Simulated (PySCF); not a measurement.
**Two probes of the same atoms: core binding energy and nuclear shielding**

Compound: C5H3NO.
Atom-mapped SMILES: `[N:1]#[C:2][c:3]1[cH:4][cH:5][cH:6][o:7]1`

Cartesian coordinates in Å at the PBE0-D3(BJ)/def2-SVP level; atoms count from 1:
```xyz
10
C5H3NO angstrom
N      3.4343   -0.4158   -0.0171
C      2.2837   -0.2784    0.0376
C      0.8834   -0.0772    0.0975
C      0.1178    1.0543   -0.0301
C     -1.2305    0.6276    0.1221
C     -1.1749   -0.7222    0.3288
O      0.0934   -1.1553    0.3157
H      0.4884    2.0603   -0.2105
H     -2.1265    1.2424    0.0834
H     -1.9365   -1.4797    0.4953
```

Binding energies: delta-SCF UKS SCAN, pcX-2 on the ionised atom, pcseg-1 elsewhere, spin-free X2C in PySCF 2.14.0. Shieldings: GIAO CAM-B3LYP/pcSseg-2, non-relativistic, same geometry.

```
atom  C 1s (eV)
  C2     292.37
  C3     293.17
  C4     291.39
  C5     291.30
  C6     292.45
```

Question: What are the absolute isotropic shieldings of these atoms?

Answer: 
```csv
atom,environment,C 1s (eV),isotropic shielding (ppm)
C5,aromatic CH carbon,291.30,60.3
C4,aromatic CH carbon,291.39,47.1
C2,nitrile carbon,292.37,62.8
C6,aromatic CH next to a ring oxygen,292.45,23.7
C3,substituted aromatic carbon,293.17,42.5
```

Question: Among the listed atoms, is the one with the highest binding energy also the least shielded?

Answer: No. The highest binding energy is at C3 (293.17 eV, shielding 42.5 ppm), the lowest shielding at C6 (23.7 ppm, 292.45 eV).

By binding energy: C5 < C4 < C2 < C6 < C3. By shielding: C6 < C3 < C4 < C5 < C2.

Geometry: PBE0-D3(BJ)/def2-SVP; no solvent, vibrations or thermal averaging.
